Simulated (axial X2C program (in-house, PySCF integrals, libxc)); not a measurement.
Low determinants of LiI⁻ at the PBE0 level, two-component

All values were computed with an axial X2C code built on PySCF integrals. Two-component (2c) means X2C with spin–orbit coupling and atomic mean-field two-electron Coulomb and Gaunt terms. Basis: I dyall-acv3z [12s13p9d5f1g], Li dyall-av3z [9s9p3d] (cores contracted in-house); Gaussian nuclei, density fitting, unrestricted open shells. Masses: I 126.904 u, Li 7.016 u.

Search at 2.550 Å (vertical energies from the lowest determinant):

| ΔE (eV) | state | electrons beyond evenly filled partner blocks | electrons in ±ω = 1/2, 3/2, 5/2, 7/2 |
| --- | --- | --- | --- |
| 0.00 | Ω = 1/2 | ω = 1/2 | 37 16 4 0 |
| 0.93 | Ω = 3/2 | ω = 3/2 | 36 17 4 0 |
| 4.17 | Ω = 5/2 | ω = 5/2 | 36 16 5 0 |
| 4.42 | Ω = 5/2 | 2 × ω = 1/2, ω = 3/2 | 38 15 4 0 |
| 4.45 | Ω = 1/2 | 2 × ω = -1/2, ω = 3/2 | 38 15 4 0 |
| 4.49 | Ω = 3/2 | ω = 3/2 | 38 15 4 0 |
| 4.49 | Ω = 7/2 | ω = 1/2, 2 × ω = 3/2 | 37 16 4 0 |

Lowest determinant, Ω = 1/2 (⟨Sz⟩ = 0.50, ⟨Lz⟩ = 0.00 at PBE0): Re = 2.545 Å, ωe = 362.7 cm⁻¹.

The determinant in row 2 of the search, Ω = 3/2 (⟨Sz⟩ = 0.50, ⟨Lz⟩ = 1.00 at PBE0), was followed along the bond at PBE0; measured from the minimum of the lowest determinant it gives:

Te = 0.872 eV (7035 cm⁻¹), Re = 2.400 Å, ωe = 488.6 cm⁻¹.

Q: Compare the bond of the determinant in row 2 with that of the lowest one.

A: At PBE0 its Re is 0.145 Å shorter and its force constant, which goes as ωe², is 1.81 times that of the lowest determinant. T0 ≈ Te + Δωe/2 = 7035 + (63) = 7098 cm⁻¹.

The search compares states at one distance, so a state with another bond length can lie lower; it is not exhaustive and yields mostly the lowest determinant of each block pattern, so other components and higher states of one pattern are missing. These are energies of single determinants, not of spin-adapted states; PBE0 term energies can be off by some tenths of an eV, and the functional has no current term. For an anion, determinants above electron detachment are held by the basis set. The highest occupied level of some functionals is positive through self-interaction error; at Hartree–Fock it is bound. Row 1 has a positive highest level at its minimum. Row 2 has a positive highest level at its minimum.
